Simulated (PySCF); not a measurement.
Cl₅Ta, SMILES [Cl][Ta+]([Cl])([Cl])([Cl])[Cl] (connectivity only; charge and spin as stated), charge +1, multiplicity 2.

Geometry optimised at B3LYP-D3(BJ)/def2-SVP. The spin state was assumed, not searched. The def2 effective core potentials stand for the cores of Ta; spin–orbit coupling is left out.

Two levels are set side by side: PBE/def2-TZVP (PySCF) and r2SCAN/def2-TZVP (PySCF). Same geometry, gas phase. Differences are taken from unrounded values.

```json
[
 {"quantity": "α-spin orbital gap (eV)", "r2SCAN": "3.95"},
 {"quantity": "β-spin orbital gap (eV)", "r2SCAN": "1.66"},
 {"quantity": "mean polarisability (bohr³)", "r2SCAN": "108.5"}
]
```

### Question
What does PBE give, and how far is it from r2SCAN? (Estimate from the structure and the level; the computed values follow.)

### Answer

| quantity | PBE | PBE minus r2SCAN |
|---|---|---|
| α-spin orbital gap (eV) | 3.46 | -0.49 |
| β-spin orbital gap (eV) | 1.25 | -0.41 |
| mean polarisability (bohr³) | 110.3 | 1.8 |

Rough cost on one machine, each run with all the roots and properties that it gave: r2SCAN against PBE about 3 times.
